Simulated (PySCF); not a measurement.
Electron correlation in Tl (thallium, neutral)

[Xe] 4f14 5d10 6s1 6p2, high-spin 4P determinant (an excited configuration). Calculation: PySCF 2.14, in x2c-TZVPPall with one added diffuse shell each of s, p, d, f type (12s8p7d4f, 99 functions); the spin-free X2C one-electron Hamiltonian (Gaussian nucleus). Frozen: [Xe] 4f14 5d10; 3 electrons correlated.

```json
{"level": "CCSD", "correlation energy (mhartree)": "-9.35"}
{"level": "(T)", "correlation energy (mhartree)": "-0.07"}
{"level": "CCSD(T)", "correlation energy (mhartree)": "-9.42"}
```

Diagnostics: T1 = 0.0044, D1 = 0.0066, largest double amplitude 0.044.

Q: Is a single reference adequate?

A: Yes, within this model without spin-orbit coupling: T1 lies below 0.03 and no double amplitude reaches 0.07.

Spin-orbit coupling is strong in this species, so the high-spin LS determinant is a model state.
